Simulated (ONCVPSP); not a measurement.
## V (Z = 23), ONCV: configuration errors across variants

* Element: vanadium
* Generator: ONCVPSP 4.0.1
* Type: optimised norm-conserving Vanderbilt (ONCV)
* Functional: PBEsol
* Relativity: fully relativistic
* Frozen core: [Ne]
* Valence charge: 13
* Reference configuration: 3s2 3p6 3d3 4s2
* Partial waves: 3s+4s: rc 1.70 bohr, ncon 3, nbas 8, qcut 8.1 1/bohr, 2 projectors; 3p: rc 1.55 bohr, ncon 4, nbas 7, qcut 10.8 1/bohr, 2 projectors, debl 1.6 Ha; 3d: rc 1.55 bohr, ncon 4, nbas 8, qcut 8.9 1/bohr, local
* Local potential: the d channel
* Core correction: Teter function, parameters optimised by the program

Open shells are filled in proportion to 2j + 1.

In the p channel the program set the typed energies aside and used -1.605, 0.250 Ha (j = l + 1/2; the other j can differ).

All-electron excitation energies from the reference (eV): (1) 3s2 3p6 3d3 4s1 7.750; (2) 3s2 3p6 3d3 4s0 21.954; (3) 3s2 3p6 3d2 4s0 50.803; (4) 3s2 3p6 3d2 4s2 4p1 5.802.

6 further variants failed, have other tests or too few solved ones, and are left out.

A true bound ghost makes a file unfit for plane-wave use even where its test errors are small: the radial tests pick states by their node count and pass the ghost by.

Errors AE − PS in meV (a dash: test not solved or not reliable):

| change | (1) | (2) | (3) | (4) | bound ghosts | GHOST(+) flags above zero |
| --- | --- | --- | --- | --- | --- | --- |
| base | -9.5 | -151 | -433 | -32 | s | none |
| d: rc 1.22 | -13 | -193 | -517 | -42 | none | s |
| d: rc 1.34 | -12 | -186 | -503 | -39 | none | s |
| d: rc 1.42 | -12 | -183 | -495 | -37 | s | none |

Q: Give the same row for: d: rc 1.06.

A: -14, -210, -550, -44; bound ghosts: none; GHOST(+) flags above zero: none.
